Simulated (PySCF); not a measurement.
# Working out the ionisation energy of Ge

Ge [Ar] 3d10 4s2 4p2 (3P) → Ge⁺ [Ar] 3d10 4s2 4p1 (2P). All numbers are calculated (PySCF 2.14, a scalar-relativistic core potential, in aug-cc-pwCVTZ-PP with ECP10MDF (8s7p6d4f1g, 96 functions)). Frozen: 3s2 3p6 3d10. Energies in hartree (1 hartree = 27.21139 eV):

```json
{"part": "UHF", "Ge (lower)": "-293.353046", "Ge⁺ (upper)": "-293.081029"}
{"part": "CCSD correlation", "Ge (lower)": "-0.066055", "Ge⁺ (upper)": "-0.052010"}
{"part": "(T)", "Ge (lower)": "-0.001963", "Ge⁺ (upper)": "-0.000824"}
```

Problem. What does Hartree-Fock give?

Solution. (-293.081029) − (-293.353046) = 0.272017 hartree = 7.402 eV.

Problem. What do CCSD and CCSD(T) give?

Solution. The CCSD correlation energies differ by 0.014045 hartree = 0.382 eV and the triples by 0.001139 hartree = 0.031 eV, so CCSD gives 7.784 eV and CCSD(T) 7.815 eV.

Measured between the centres of the two terms (NIST): 7.925 eV, so CCSD(T) (valence) is off by -0.110 eV.

What remains against the reference includes basis incompleteness, the frozen core and higher excitations.
